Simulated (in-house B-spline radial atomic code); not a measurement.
RPA and G0W0 on r2SCAN: Fe IX (Fe8+)

Configuration [Ne] 3s2 3p6, mean-field start r2SCAN. Computed with a B-spline radial code for spherical atoms: all electrons, non-relativistic, point nucleus, each spin shell either full or empty, empty states to l = 9 with an (l + 1/2)⁻⁴ tail; G0W0 by contour deformation at full frequency.

Command:
```bash
python run_gw.py task.json out
```
Settings (radii: box in bohr, nucleus in fm):
```
Z                        26
electrons                18
configuration            [Ne] 3s2 3p6
hamiltonian              nr
method                   r2scan
lmax                     9
spin_polarised           False
box_radius               7.7
intervals                48
```

Run time, properties included: 0.8 s on 1 thread of Arm Neoverse V2, on a shared host.

Energies (hartree):

```csv
term,value
mean-field total,-1242.93702
Hartree-Fock functional on these orbitals,-1242.14940
direct second order,-1.4324
second-order exchange,0.47512
SOSEX correction,0.4352
```

Q: What is the RPA correlation energy, and what remains with SOSEX?

A: RPA gives -1.258 hartree (-1.9 eV per electron); RPA + SOSEX gives -0.82285, and the second-order doubles -0.95732 hartree (no singles). SOSEX takes back 35 % of the RPA value.

Quasi-particle levels (eV):

```tsv
level	occupied	mean field	Σx - vxc	Σc	QP weight	G0W0
3p	yes	-221.26	-12.41	?	?	?
2p	yes	-887.72	-45.00	10.95	0.921	-921.76
3d	no	-164.55	15.89	-3.35	0.974	-152.01
```

G0W0 = mean field + (Σx - vxc) + Σc, with Σc (partial-wave tail included) taken at the quasi-particle energy. Only the outer levels were computed. Levels of low weight are left out.

Q: Where does G0W0 put 3p?

A: At -234.07 eV, with Σc = -0.40 eV and a quasi-particle weight of 0.962. The tabulated removal energy is 233.6 ± 0.4 eV (NIST, semi-empirical); the calculation leaves out relativity, Breit and QED terms, and what these don't explain is the method's own error.
